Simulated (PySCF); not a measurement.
# Electron correlation in W⁻ (tungsten, charge -1)

[Xe] 4f14 5d5 6s2, high-spin 6S determinant. All numbers are calculated (PySCF 2.14, scalar relativity through the core potential, in aug-cc-pwCVQZ-PP with ECP60MDF). Frozen: 5s2 5p6; 7 electrons correlated.

MP2 pair energies summed by pair of shells (mhartree):

| pair | energy | share (%) |
| --- | --- | --- |
| 5d-5d | -60.03 | 57.1 |
| 5d-6s | -36.71 | 34.9 |
| 6s-6s | -8.39 | 8.0 |

Total MP2 correlation energy: -105.13 mhartree.

Same-spin part -82.00 and opposite-spin part -23.13 mhartree; SCS-MP2 scales them by 1/3 and 6/5 to -55.09 mhartree.

The Hartree-Fock reference does not bind the outermost electron (its level is positive or very diffuse), so these energies belong to a reference that the basis holds together.
